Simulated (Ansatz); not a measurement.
Geometry optimisation, RKS BHLYP/def2-SVP in Ansatz.

Input file:

```yaml
crystal:
  periodic: [false, false, false]
  atoms:
    - { symbol: C, position_ang: [-0.6299, -0.4362, -0.8237] }
    - { symbol: Si, position_ang: [0.7785, 0.2693, 0.1183] }
    - { symbol: Ga, position_ang: [-0.8907, -0.5988, 1.6583] }
    - { symbol: H, position_ang: [-0.6658, 0.1306, -1.8217] }
    - { symbol: H, position_ang: [-1.6079, -0.2116, -0.2804] }
    - { symbol: H, position_ang: [0.5082, 1.6727, 0.5299] }
    - { symbol: H, position_ang: [-0.01344, -1.3299, -0.92056] }
    - { symbol: H, position_ang: [0.5941, -1.1283, 1.2945] }
basis:
  gaussian: { orbitals: def2-SVP }
hamiltonian:
  xc: { name: BHLYP }
relax:
  f_tol: 0.02
  max_steps: 50
output:
  orbitals: {}
```

Launched with:

```bash
$ ansatz run input.yaml --threads 2 --pin off --max-ram 3072MiB --backend cpu --events-out ev --progress --plain --runs-dir out
```

Where does it end, and by what steps?

The forces met the threshold. After 9 steps the energy has fallen by 3.021 eV; Ga3 moved furthest, 0.63 Å.

| step | energy less start (eV) | largest force component (eV/Å) | accepted |
| --- | --- | --- | --- |
| 0 | 0.0000 | 4.782 | yes |
| 1 | -1.9690 | 1.734 | yes |
| 2 | -2.6503 | 0.970 | yes |
| 3 | -2.8884 | 0.640 | yes |
| 4 | -2.9774 | 0.261 | yes |
| 5 | -3.0138 | 0.167 | yes |
| 6 | -2.9963 | 0.346 | no |
| 7 | -3.0200 | 0.061 | yes |
| 8 | -3.0206 | 0.033 | yes |
| 9 | -3.0207 | 0.019 | yes |

```xyz
8
Properties=species:S:1:pos:R:3
C -0.545 -0.460 -0.904
Si 1.048 0.148 0.057
Ga -0.937 -0.001 1.855
H -0.729 0.258 -1.709
H -1.524 -0.613 -0.414
H 0.267 1.238 0.914
H -0.296 -1.420 -1.367
H 0.789 -0.781 1.323
```

Whether the end is a true minimum wasn't checked by a vibrational analysis.

Run time: 15 s on 2 threads of Intel(R) Xeon(R) 6975P-C (Granite Rapids), on a shared host, peak memory 0.2 GiB.
